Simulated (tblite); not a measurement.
Input of a run (GFN2-xTB geometry optimisation, gas phase (tblite 0.8.0)), started from a force field or distance geometry:
```
{"job": {"kind": "relax", "xc": "GFN2-xTB", "basis": "xTB"}, "charge": 0, "multiplicity": 1}
C      3.589000     0.236800     1.133200
C      2.801200    -0.486600     0.540500
C      1.869400    -1.362700    -0.130400
N      0.815400    -0.508300    -0.786700
C      1.006400    -0.142600    -2.038400
P     -0.364600     0.816900    -2.600900
C     -1.171700     0.620400    -0.895600
C     -2.455200     1.235200    -0.649200
C     -3.178500     1.181500     0.438100
C     -0.305100    -0.126800    -0.183900
C     -0.582200    -0.493100     1.258500
H      4.253200     0.876200     1.630700
H      2.358500    -1.959000    -0.911100
H      1.442600    -2.066400     0.586700
H      1.875500    -0.366200    -2.685800
H     -2.934400     1.826400    -1.465500
H     -4.153500     1.724300     0.438500
H     -2.961800     0.678300     1.353500
H      0.263900    -0.999100     1.743500
H     -1.452300    -1.116400     1.364600
H     -0.724900     0.448100     1.859200
```

Output (eV, eV/Å):
```
step      E/eV     max force
  0    -807.63723    3.674
  1    -807.85981    8.510
  2    -807.89760    5.388
  3    -808.15571    1.202
  4    -808.18908    0.580
  5    -808.21297    0.737
  6    -808.25012    0.434
  7    -808.26004    0.260
  8    -808.26714    0.187
  9    -808.27330    0.213
 10    -808.27774    0.137
 11    -808.28047    0.105
 12    -808.28254    0.111
 13    -808.28463    0.144
 14    -808.28659    0.111
 15    -808.28802    0.081
 16    -808.28892    0.075
 17    -808.28956    0.054
 18    -808.29013    0.054
 19    -808.29065    0.052
 20    -808.29112    0.064
 21    -808.29155    0.067
 22    -808.29193    0.060
 23    -808.29232    0.064
 24    -808.29274    0.058
 25    -808.29316    0.045
 26    -808.29351    0.040
 27    -808.29381    0.045
 28    -808.29412    0.041
 29    -808.29450    0.043
 30    -808.29496    0.056
 31    -808.29552    0.056
 32    -808.29622    0.058
 33    -808.29710    0.077
 34    -808.29825    0.088
 35    -808.29967    0.106
 36    -808.30129    0.119
 37    -808.30308    0.118
 38    -808.30513    0.099
 39    -808.30711    0.083
 40    -808.30878    0.089
 41    -808.31046    0.112
 42    -808.31266    0.125
 43    -808.31516    0.141
 44    -808.31652    0.182
 45    -808.31959    0.115
 46    -808.32145    0.090
 47    -808.32373    0.100
 48    -808.32644    0.110
 49    -808.32893    0.103
 50    -808.33017    0.098
 51    -808.33142    0.085
 52    -808.33271    0.074
 53    -808.33432    0.075
 54    -808.33551    0.074
 55    -808.33660    0.074
 56    -808.33739    0.074
 57    -808.33804    0.062
 58    -808.33862    0.071
 59    -808.33931    0.085
 60    -808.34013    0.072
 61    -808.34098    0.072
 62    -808.34171    0.081
 63    -808.34237    0.093
 64    -808.34302    0.065
 65    -808.34362    0.045
 66    -808.34398    0.043
 67    -808.34434    0.045
 68    -808.34462    0.041
 69    -808.34486    0.043
 70    -808.34504    0.037
 71    -808.34524    0.039
 72    -808.34551    0.041
 73    -808.34596    0.058
 74    -808.34657    0.069
 75    -808.34726    0.061
 76    -808.34803    0.069
 77    -808.34895    0.084
 78    -808.35002    0.094
 79    -808.35114    0.083
 80    -808.35209    0.059
 81    -808.35284    0.063
 82    -808.35339    0.047
 83    -808.35371    0.094
 84    -808.35401    0.038
 85    -808.35427    0.028
 86    -808.35469    0.041
 87    -808.35490    0.044
 88    -808.35530    0.034
 89    -808.35556    0.029
 90    -808.35577    0.033
 91    -808.35594    0.030
 92    -808.35609    0.028
 93    -808.35621    0.025
 94    -808.35634    0.021
 95    -808.35645    0.022
 96    -808.35654    0.024
 97    -808.35662    0.024
 98    -808.35674    0.026
 99    -808.35688    0.030
100    -808.35705    0.037
101    -808.35722    0.035
102    -808.35738    0.030
103    -808.35756    0.027
104    -808.35777    0.035
105    -808.35791    0.055
106    -808.35798    0.077
107    -808.35805    0.019
108    -808.35812    0.027
109    -808.35819    0.040
110    -808.35829    0.038
111    -808.35838    0.022
112    -808.35846    0.021
113    -808.35855    0.030
114    -808.35865    0.039
115    -808.35875    0.028
116    -808.35883    0.019
117    -808.35889    0.020
118    -808.35894    0.017
119    -808.35900    0.022
120    -808.35907    0.018
121    -808.35913    0.012
122    -808.35917    0.013
123    -808.35919    0.014
124    -808.35922    0.011
125    -808.35924    0.012
126    -808.35926    0.009
```

**Question.** Summarise the run.

**Answer.** The energy falls by 0.722 eV over 126 L-BFGS steps, the largest force on an atom goes from 3.67 to 0.009 eV/Å, and the atoms move by 0.388 Å rms after alignment. The bond that changes most is P6–C7 (ends: phosphorus bonded to 2 C; substituted aromatic carbon), which shortens by 0.118 Å. Bonds longer at the end by more than 0.005 Å: 8 of 21; shorter: 10. Among the angles that change most is N4–C5–H15, from 127.8° to 119.1°. Among the dihedrals that turn most is C7–C10–C11–H21, from -57° to -15°. The energy never rose by more than 1e-5 eV on the way. The first step brought 31 % of the lowering.

**Question.** What are the final bond lengths?

**Answer.** C1≡C2 1.196 Å, C2–C3 1.455 Å, C3–N4 1.447 Å, N4–C5 1.355 Å, C5–P6 1.710 Å, P6–C7 1.779 Å, C7–C8 1.451 Å, C8=C9 1.328 Å, C7–C10 1.378 Å, C10–C11 1.491 Å, N4–C10 1.362 Å, C1–H12 1.049 Å, C3–H13 1.095 Å, C3–H14 1.096 Å, C5–H15 1.076 Å, C8–H16 1.084 Å, C9–H17 1.077 Å, C9–H18 1.076 Å, C11–H19 1.090 Å, C11–H20 1.092 Å, C11–H21 1.086 Å. Numbering counts from 1 in the input's order; the species is `C#CCN1C=PC(C=C)=C1C`.

Its GFN2-xTB frequencies are all real (lowest 53 cm⁻¹). The numbers are those of one conformer.

These are computed values.
